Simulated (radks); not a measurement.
Values are calculated unless marked as measured or tabulated.
Ionisation of the cadmium ion Cd+, [Kr] 4d10 5s1, to [Kr] 4d10 as the strength of local exchange is varied. Code: a radial shooting solver on a logarithmic mesh with Libxc functionals. Model: scalar-relativistic Kohn-Sham, Slater X-alpha exchange (alpha = 2/3 is LDA exchange), no correlation, spin-polarised, spherical densities, point nucleus; open shells are filled with parallel spins first (spin-orbit coupling, left out, can overturn this in heavy ions).

| alpha | E(Cd+) (hartree) | exchange (hartree) | IE (eV) | -e of the level emptied (eV) | <r> of it (bohr) |
|---|---|---|---|---|---|
| 0.667 | -5584.81718 | -144.47642 | 16.730 | 12.911 (5s) | 2.661 |
| 0.702 | -5592.41936 | -152.26465 | 17.041 | 13.229 (5s) | 2.641 |
| 0.753 | -5603.51536 | -163.64995 | 17.499 | 13.698 (5s) | 2.612 |
| 0.754 | -5603.73315 | -163.87363 | 17.508 | 13.707 (5s) | 2.612 |
| 0.78 | -5609.39860 | -169.69509 | 17.743 | 13.949 (5s) | 2.597 |
| 0.825 | -5619.21767 | -179.79741 | 18.153 | 14.371 (5s) | 2.572 |
| 0.971 | -5651.19257 | -212.80656 | 19.510 | 15.779 (5s) | 2.496 |
| 1.002 | -5658.00485 | -219.86107 | 19.803 | 16.085 (5s) | 2.481 |

NIST Atomic Spectra Database: 16.908 eV (measured). The Delta-SCF value meets it near alpha = 0.69.
